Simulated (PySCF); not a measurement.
# Working out the ionisation energy of Se+

Se+ [Ar] 3d10 4s2 4p3 (4S) → Se(2+) [Ar] 3d10 4s2 4p2 (3P). Computed with PySCF 2.14 in aug-cc-pVQZ-PP with ECP10MDF (7s6p5d3f2g, 89 functions), with a scalar-relativistic core potential. Frozen: 3s2 3p6 3d10. Energies in hartree (1 hartree = 27.21139 eV):

```json
{"part": "UHF", "Se+ (lower)": "-371.550231", "Se(2+) (upper)": "-370.784415"}
{"part": "MP2 opposite-spin", "Se+ (lower)": "-0.060629", "Se(2+) (upper)": "-0.051663"}
{"part": "MP2 same-spin", "Se+ (lower)": "-0.021055", "Se(2+) (upper)": "-0.009832"}
```

Q: What does Hartree-Fock give?

A: (-370.784415) − (-371.550231) = 0.765816 hartree = 20.839 eV.

Q: What do MP2 and SCS-MP2 (6/5 opposite-spin, 1/3 same-spin) give?

A: The opposite-spin parts differ by 0.244 eV and the same-spin parts by 0.305 eV. MP2: 20.839 + (0.244) + (0.305) = 21.388 eV. SCS-MP2: 20.839 + 1.2 × (0.244) + (0.305)/3 = 21.233 eV.

Reference: 21.196 ± 0.01 eV (measured; NIST Atomic Spectra Database, ionization energies), between the lowest levels; spin-orbit coupling is absent from the calculation.

What remains against the reference includes basis incompleteness, the frozen core and correlation beyond second order.
